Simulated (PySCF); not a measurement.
GaSe₂⁻: bending curve

Method: B3LYP in PySCF with Ga def2-SVPD, Se def2-SVPD; no relativity; density-fitted integrals.

Rigid scan from the singlet minimum (Ga–Se 2.217 Å (×2); Se–Ga–Se 180.0°). Coordinate: the Se–Ga–Se angle, bonds fixed. Energies in kJ/mol from the minimum.

```
bond angle (°)  E (kJ/mol)  dipole size (D, about the centre of mass)
            80       266.6                                       1.11
            90       310.3                                       2.41
           100       222.2                                       2.11
           110       160.7                                       1.91
           120       113.9                                       1.72
           130        77.5                                       1.51
           140        49.2                                       1.27
           150        27.7                                       0.99
           160        12.3                                       0.68
           170         3.1                                       0.35
           180         0.0                                       0.00
```
